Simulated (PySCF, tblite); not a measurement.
Compound: C4H12NPSi2.
Atom-mapped SMILES: `[NH2:1][Si@@H:2]([PH2:3])[C@H:4]1[CH2:5][CH:6]=[CH:7][SiH2:8]1` (hydrogens: H9, H10 on N1; H11 on Si2; H12, H13 on P3; H14 on C4; H15, H16 on C5; H17 on C6; H18 on C7; H19, H20 on Si8)

Structure used (GFN2-xTB), in Å, numbered top down from 1:
```
atom  x, y, z in Å
N1     1.475   -1.669   -0.490
Si2    1.416   -0.414    0.688
P3     2.942    1.048   -0.079
C4    -0.306    0.375    0.597
C5    -0.518    1.121   -0.734
C6    -1.899    0.896   -1.254
C7    -2.672   -0.007   -0.659
Si8   -1.789   -0.809    0.782
H9     0.801   -2.415   -0.443
H10    2.364   -2.015   -0.809
H11    1.684   -0.840    2.080
H12    4.020    0.423    0.518
H13    2.797    1.923    0.981
H14   -0.377    1.102    1.409
H15    0.190    0.762   -1.491
H16   -0.326    2.191   -0.618
H17   -2.206    1.471   -2.119
H18   -3.669   -0.223   -1.009
H19   -1.476   -2.229    0.564
H20   -2.456   -0.681    2.082
```

Method used: PBE0/pcSseg-1 in PySCF (dipole) on a GFN2-xTB geometry, gas phase.

Masses are those of the commonest isotopes; rigid-rotor values at the optimised geometry. The values belong to one conformer with, in the numbering `[NH2:1][Si@@H:2]([PH2:3])[C@H:4]1[CH2:5][CH:6]=[CH:7][SiH2:8]1`, H–N1–Si2–P3 -173° and 46°, N1–Si2–P3–H -85° and -178°, N1–Si2–C4–C5 -67°, Si2–C4–C5–C6 140°, C4–C5–C6–C7 -9°, C6–C7–Si8–C4 6°, Si2–C4–Si8–C7 -135°.

What are A, B and C (MHz)?

Ia = 233.38, Ib = 700.93, Ic = 805.49 u·Å²; 505379 MHz·u·Å²/I gives A = 2165, B = 721.0, C = 627.4 MHz.

Classify the top.

An asymmetric top; Ray's κ = -0.878.

Is it planar, by Δ = Ic − Ia − Ib?

Not planar: Δ = Ic − Ia − Ib = -128.82 u·Å². For a rigid frame Δ = −2 Σ m c², so Σ m c² = 64.41 u·Å² lies off the ab plane: 19.13 from hydrogen and 45.28 from heavier atoms. The atom farthest from that plane is 1.91 Å away.

Give the other two planar moments, Paa and Pbb, and the rms extents of the mass along the axes.

Paa = Σ m a² = (Ib + Ic − Ia)/2 = 636.52 and Pbb = Σ m b² = (Ia + Ic − Ib)/2 = 168.97 u·Å². With the mass M = 161.02 u, the rms extents √(P/M) along a, b and c are 1.99, 1.02, 0.63 Å.

List the rotational levels J(Ka,Kc) to J = 3 (cm⁻¹).

Above 0(0,0):
J = 1: 1(0,1) 0.0450, 1(1,1) 0.0932, 1(1,0) 0.0963
J = 2: 2(0,2) 0.1348, 2(1,2) 0.1800, 2(1,1) 0.1894, 2(2,1) 0.3339, 2(2,0) 0.3341
J = 3: 3(0,3) 0.2691, 3(1,3) 0.3102, 3(1,2) 0.3289, 3(2,2) 0.4688, 3(2,1) 0.4696, 3(3,1) 0.7177, 3(3,0) 0.7177
Those of J = 1 are B + C, A + C and A + B.

Which types of transition are allowed, and where do some lines up to J = 3 fall?

The dipole components are |μa| = 0.12 D, |μb| = 0.83 D, |μc| = 0.04 D. Intensities carry the squares of the components, which stand as 0.02 : 1.00 : 0.00 (a : b : c). Some lines, for components of 0.1 D or more:

```json
{"type": "a", "branch": "Q", "J(Ka,Kc)": "3(1,2) ← 3(1,3)", "MHz": "561", "lower level (cm⁻¹)": "0.310"}
{"type": "b", "branch": "R", "J(Ka,Kc)": "2(0,2) ← 1(1,1)", "MHz": "1248", "lower level (cm⁻¹)": "0.093"}
{"type": "a", "branch": "R", "J(Ka,Kc)": "1(0,1) ← 0(0,0)", "MHz": "1348", "lower level (cm⁻¹)": "0.000"}
{"type": "b", "branch": "Q", "J(Ka,Kc)": "1(1,0) ← 1(0,1)", "MHz": "1538", "lower level (cm⁻¹)": "0.045"}
{"type": "b", "branch": "Q", "J(Ka,Kc)": "2(1,1) ← 2(0,2)", "MHz": "1636", "lower level (cm⁻¹)": "0.135"}
{"type": "b", "branch": "Q", "J(Ka,Kc)": "3(1,2) ← 3(0,3)", "MHz": "1791", "lower level (cm⁻¹)": "0.269"}
{"type": "a", "branch": "R", "J(Ka,Kc)": "2(1,2) ← 1(1,1)", "MHz": "2603", "lower level (cm⁻¹)": "0.093"}
{"type": "b", "branch": "R", "J(Ka,Kc)": "3(0,3) ← 2(1,2)", "MHz": "2672", "lower level (cm⁻¹)": "0.180"}
{"type": "a", "branch": "R", "J(Ka,Kc)": "2(0,2) ← 1(0,1)", "MHz": "2692", "lower level (cm⁻¹)": "0.045"}
{"type": "b", "branch": "R", "J(Ka,Kc)": "1(1,1) ← 0(0,0)", "MHz": "2793", "lower level (cm⁻¹)": "0.000"}
{"type": "a", "branch": "R", "J(Ka,Kc)": "3(0,3) ← 2(0,2)", "MHz": "4028", "lower level (cm⁻¹)": "0.135"}
{"type": "a", "branch": "R", "J(Ka,Kc)": "3(2,1) ← 2(2,0)", "MHz": "4063", "lower level (cm⁻¹)": "0.334"}
{"type": "a", "branch": "R", "J(Ka,Kc)": "3(1,2) ← 2(1,1)", "MHz": "4183", "lower level (cm⁻¹)": "0.189"}
{"type": "b", "branch": "Q", "J(Ka,Kc)": "3(2,1) ← 3(1,2)", "MHz": "4218", "lower level (cm⁻¹)": "0.329"}
{"type": "b", "branch": "Q", "J(Ka,Kc)": "2(2,0) ← 2(1,1)", "MHz": "4338", "lower level (cm⁻¹)": "0.189"}
{"type": "b", "branch": "Q", "J(Ka,Kc)": "2(2,1) ← 2(1,2)", "MHz": "4614", "lower level (cm⁻¹)": "0.180"}
{"type": "b", "branch": "R", "J(Ka,Kc)": "3(1,3) ← 2(0,2)", "MHz": "5258", "lower level (cm⁻¹)": "0.135"}
{"type": "b", "branch": "R", "J(Ka,Kc)": "2(2,0) ← 1(1,1)", "MHz": "7222", "lower level (cm⁻¹)": "0.093"}
{"type": "b", "branch": "Q", "J(Ka,Kc)": "3(3,0) ← 3(2,1)", "MHz": "7437", "lower level (cm⁻¹)": "0.470"}
{"type": "b", "branch": "Q", "J(Ka,Kc)": "3(3,1) ← 3(2,2)", "MHz": "7459", "lower level (cm⁻¹)": "0.469"}
{"type": "b", "branch": "R", "J(Ka,Kc)": "3(2,2) ← 2(1,1)", "MHz": "8379", "lower level (cm⁻¹)": "0.189"}
{"type": "b", "branch": "R", "J(Ka,Kc)": "3(2,1) ← 2(1,2)", "MHz": "8681", "lower level (cm⁻¹)": "0.180"}
{"type": "b", "branch": "R", "J(Ka,Kc)": "3(3,1) ← 2(2,0)", "MHz": "11500", "lower level (cm⁻¹)": "0.334"}
{"type": "b", "branch": "R", "J(Ka,Kc)": "3(3,0) ← 2(2,1)", "MHz": "11504", "lower level (cm⁻¹)": "0.334"}
```

Estimate the classical rotational partition function at 25 K, 50 K and 298.15 K.

Point group C1, symmetry number σ = 1; q = (√π/σ)·√((kT/h)³/(ABC)), k/h = 20836.6 MHz/K: 21300 at 25 K, 60200 at 50 K, 877000 at 298.15 K.

Its GFN2-xTB frequencies are all real (lowest 27 cm⁻¹). These are rigid-rotor constants of the computed structure; measured ground-state constants (B0) also hold zero-point vibration. A rigid rotor knows nothing of inversion at nitrogen, which can split or shift real lines. Quadrupole hyperfine structure (14N) is left out.

On Arm Neoverse V1, one thread, shared host, this took 54 s wall (with the writing of density and orbital grids) and 1.1 GiB of memory at its peak. This is the PBE0/pcSseg-1 job that gave the dipole, with the shieldings it also computed.
